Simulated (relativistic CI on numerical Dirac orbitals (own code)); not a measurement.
# Level scheme of Zr²²⁺

Method of calculation: Dirac-Coulomb-Breit CI, separate exchange-only KLI orbitals for each configuration, model QED, unscaled Slater integrals (own radial code, finite nucleus).

CI space (outside the closed core [Ne]): 3s²3p⁶, 3s²3p⁵3d, 3s3p⁶3d, 3s²3p⁵4s, 3s²3p⁵4p, 3s²3p⁵4d, 3s3p⁶4s, 3p⁶3d4p, 3s²3p⁵4f, 3s3p⁶4p, 3s3p⁶4d, 3s3p⁶4f, 3s²3p⁵5s, 3s²3p⁵5p, 3s²3p⁵5d, 3s²3p⁵5f, 3s²3p⁵5g, 3s3p⁶5s, 3s3p⁶5p, 3s²3p⁵6s, 3s3p⁶5d, 3s²3p⁵6p, 3p⁶3d², 3p⁵3d³, 3p⁵3d²4s, 3p⁵3d²4p, 3p⁵3d²4d, 3p⁶3d4s, 3p⁵3d4s², 3p⁵3d4s4p, 3p⁵3d4s4d. Double excitations out of closed p, d and f shells are left out; levels of such configurations are missing from the list, as are those of other unlisted configurations, and high levels can miss mixing partners. These lack a partner that the ground configuration has and come out too high: 3s²3p⁵4f, 3s²3p⁵5s, 3s²3p⁵5p, 3s²3p⁵5d, 3s²3p⁵5f.

| No. | Configuration | Term | J | E (Ry) | % | Next component (%) | Lifetime (s) |
| --- | --- | --- | --- | --- | --- | --- | --- |
| 1 | 3s²3p⁶ | ¹S | 0 | 0.0000 | 100 |  |  |
| 2 | 3s²3p⁵3d | ³P° | 0 | 7.5666 | 100 |  |  |
| 3 | 3s²3p⁵3d | ³P° | 1 | 7.7317 | 92 | 8 ³D° | 1.62e-08 |
| 4 | 3s²3p⁵3d | ³P° | 2 | 8.0649 | 69 | 27 ³D° | 7.76e-04 |
| 5 | 3s²3p⁵3d | ³F° | 3 | 8.0889 | 72 | 21 ¹F° | 1.26e+00 |
| 6 | 3s²3p⁵3d | ³F° | 4 | 8.1361 | 100 |  | 4.98e-01 |
| 7 | 3s²3p⁵3d | ³F° | 2 | 8.3431 | 40 | 39 ¹D° | 1.02e-03 |
| 8 | 3s²3p⁵3d | ³D° | 3 | 8.7250 | 63 | 36 ¹F° | 4.83e-04 |
| 9 | 3s²3p⁵3d | ³D° | 1 | 9.1538 | 87 | 7 ³P° | 5.45e-11 |
| 10 | 3s²3p⁵3d | ³F° | 2 | 9.3806 | 54 | 35 ¹D° | 2.26e-05 |
| 11 | 3s²3p⁵3d | ³D° | 2 | 9.7265 | 51 | 25 ¹D° | 2.21e-05 |
| 12 | 3s²3p⁵3d | ¹F° | 3 | 9.8393 | 43 | 29 ³D° | 1.50e-05 |
| 13 | 3s²3p⁵3d | ¹P° | 1 | 11.5602 | 95 | 4 ³D° | 1.47e-12 |
| 14 | 3s3p⁶3d | ³D | 1 | 15.7598 | 100 |  | 5.84e-12 |
| 15 | 3s3p⁶3d | ³D | 2 | 15.8432 | 97 | 3 ¹D | 5.81e-12 |
| 16 | 3s3p⁶3d | ³D | 3 | 16.0234 | 100 |  | 5.81e-12 |
| 17 | 3s3p⁶3d | ¹D | 2 | 16.6798 | 97 | 3 ³D | 5.93e-12 |
| 18 | 3p⁶3d² | ³F | 2 | 32.0551 | 94 | 6 ¹D |  |
| 19 | 3p⁶3d² | ³F | 3 | 32.2530 | 100 |  |  |
| 20 | 3p⁶3d² | ³F | 4 | 32.4394 | 96 | 4 ¹G |  |
| 21 | 3p⁶3d² | ³P | 0 | 32.6543 | 96 | 4 ¹S |  |
| 22 | 3p⁶3d² | ¹D | 2 | 32.6757 | 55 | 40 ³P |  |
| 23 | 3p⁶3d² | ³P | 1 | 32.7581 | 100 |  |  |
| 24 | 3p⁶3d² | ³P | 2 | 32.9815 | 59 | 39 ¹D |  |
| 25 | 3p⁶3d² | ¹G | 4 | 32.9827 | 96 | 4 ³F |  |
| 26 | 3p⁶3d² | ¹S | 0 | 34.0206 | 96 | 4 ³P |  |
| 27 | 3s²3p⁵4s | ³P° | 2 | 36.9397 | 100 |  | 2.61e-09 |
| 28 | 3s²3p⁵4s | ¹P° | 1 | 37.0706 | 59 | 41 ³P° | 1.15e-12 |
| 29 | 3s²3p⁵4s | ³P° | 0 | 38.2794 | 99 |  | 2.34e-09 |
| 30 | 3s²3p⁵4s | ³P° | 1 | 38.3602 | 59 | 41 ¹P° | 1.74e-12 |
| 31 | 3s²3p⁵4p | ³S | 1 | 39.0334 | 66 | 29 ³P | 2.00e-12 |
| 32 | 3p⁵3d³(4F) | ⁵D° | 2 | 39.2101 | 49 | 40 ⁵F° |  |
| 33 | 3s²3p⁵4p | ³D | 2 | 39.2118 | 54 | 33 ¹D | 1.94e-12 |
| 34 | 3p⁵3d³(4F) | ⁵D° | 1 | 39.2285 | 68 | 25 ⁵F° |  |
| 35 | 3p⁵3d³(4F) | ⁵F° | 3 | 39.2550 | 48 | 42 ⁵D° |  |
| 36 | 3p⁵3d³(4F) | ⁵D° | 0 | 39.2753 | 97 | 3 ³P° |  |
| 37 | 3p⁵3d³(4F) | ⁵F° | 4 | 39.3467 | 52 | 34 ⁵D° |  |
| 38 | 3p⁵3d³(4P) | ⁵S° | 2 | 39.3745 | 86 | 7 ⁵P° |  |
| 39 | 3p⁵3d³(4F) | ⁵F° | 5 | 39.5150 | 60 | 37 ⁵G° |  |
| 40 | 3p⁵3d³(4F) | ⁵F° | 1 | 39.5683 | 50 | 27 ⁵D° |  |
| 41 | 3p⁵3d³(4F) | ⁵D° | 2 | 39.5701 | 34 | 24 ³F° |  |
| 42 | 3s²3p⁵4p | ³D | 3 | 39.5864 | 100 |  | 2.13e-12 |
| 43 | 3p⁵3d³(4P) | ⁵D° | 3 | 39.5957 | 38 | 21 ³F° |  |
| 44 | 3p⁵3d³(4P) | ⁵D° | 4 | 39.6111 | 49 | 23 ⁵G° |  |
| 45 | 3s²3p⁵4p | ¹P | 1 | 39.6162 | 52 | 21 ³D | 2.19e-12 |

Energies count from the lowest computed level; ° marks odd parity; lifetimes are radiative, by E1, M1, E2, M2, E3 decay to levels of this space only; some are left blank where a channel outside the calculation adds to the decay or the decay crosses a small, uncertain gap. Percentages are summed over parent terms; the parents shown are those of the largest component, closed shells are left out there.

The mean weight of the leading LS term, summed over parents, in these 45 levels is 75 %, and that of the leading jj configuration (from the same eigenvectors) 78 %.

At this charge energies of transitions that change n are usually good to better than 1 %, and those within a shell (Δn = 0) to a few per cent.

LS names give the leading component of a level, which can be under half, so a name can repeat, a term be missing and a line seem to break the LS rules.
